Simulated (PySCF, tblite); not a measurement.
Question: What does the GFN2-xTB structure of `Cc1oc(C(C)C)cp1` look like in three dimensions?

Answer: 
```
atom  x, y, z in Å
C1     3.552    0.308   -0.338
C2     2.223   -0.353   -0.209
O3     1.155    0.460   -0.125
C4     0.006   -0.225   -0.011
C5    -1.253    0.587    0.084
C6    -1.917    0.395    1.449
C7    -2.217    0.218   -1.045
C8     0.160   -1.574    0.000
P9     1.860   -2.029   -0.146
H10    4.322   -0.443   -0.488
H11    3.554    0.999   -1.181
H12    3.784    0.879    0.562
H13   -0.963    1.637   -0.026
H14   -1.243    0.695    2.248
H15   -2.185   -0.648    1.597
H16   -2.820    0.998    1.511
H17   -1.737    0.330   -2.014
H18   -2.547   -0.813   -0.941
H19   -3.091    0.864   -1.015
H20   -0.649   -2.275    0.083
```

Orientation and origin are arbitrary. Atoms count from 1 in this order. The 2 C–P bonds span 1.716 Å (C2–P9, aromatic) to 1.766 Å (C8–P9, aromatic), a spread of 0.050 Å. Of the pairs four or more bonds apart, C8···H18 is among the closest relative to their van der Waals radii: 2.96 Å, 102 % of the sum of Bondi's values. P9 (phosphorus bonded to 2 C) is bent (angle 87.4°). The 5-membered ring C2–O3–C4–C8–P9 has internal angles of 87.4° to 114.8° (sum 540°, against 540° for a flat polygon); it is planar, 0.00 Å rms from its mean plane, widest ring torsion 0°.

Bonds between heavy atoms (Å): C1–C2 1.490, C2–O3 1.345, O3–C4 1.342, C4–C5 1.501, C5–C6 1.530, C5–C7 1.530, C4–C8 1.358, C8–P9 1.766, C2–P9 1.716.

The geometry is computed with GFN2-xTB (gas phase).

Point group: near Cs, missed by 0.30 Å at most; the miss may be what the optimiser left on a soft mode. Its GFN2-xTB frequencies are all real (lowest 21 cm⁻¹). The numbers are those of one conformer (O3–C4–C5–C6 -115°).
